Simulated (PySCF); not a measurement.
## A ladder for the ionisation energy of Sc⁺

Sc⁺ [Ar] 3d1 4s1 (3D) → Sc²⁺ [Ar] 3d1 (2D). Scalar values calculated with PySCF 2.14 in aug-cc-pVTZ-DK (spin-free X2C; valence: [Ar] frozen). The spin-orbit shift comes from two-component X2C-1e calculations (generalised Hartree-Fock, GHF, and MP2 on its spinors, GMP2) in x2c-QZVPPall-2c: GMP2 gives 12.803 eV without and 12.796 eV with screened spin-orbit coupling, a shift of -0.007 eV (GHF: -0.003 eV). Sums use unrounded values; where a UHF row is shifted, it takes the GHF shift.

| method | scalar (eV) |
| --- | --- |
| UHF | 12.223 |
| MP2 (valence) | 12.315 |
| SCS-MP2 (valence) | 12.254 |
| CCSD (valence) | 12.351 |
| CCSD(T) (valence) | 12.351 |
| CCSDT (valence) | 12.351 |
| FCI (valence) | 12.351 |
| LDA | 13.283 |
| PBE | 13.123 |
| PBE0 | 12.946 |
| BLYP | 13.133 |
| r2SCANh | 12.866 |
| wB97X | 12.397 |

(1) Form a composite estimate from CCSD(T) (valence) and the spin-orbit shift, and compare it with the reference, 12.800 eV (measured; NIST Atomic Spectra Database, ionization energies).

The errors of the correlated levels include the incompleteness of the basis and the frozen core, so a lower level can come closer by cancellation.

A first-order Landé estimate from the scalar orbitals gives -0.001 eV instead; single two-component determinants are not pure J levels in LS coupling, so the shift is uncertain by about that difference.

Answers

(1) 12.351 + (-0.007) = 12.344 eV, an error of -0.455 eV.
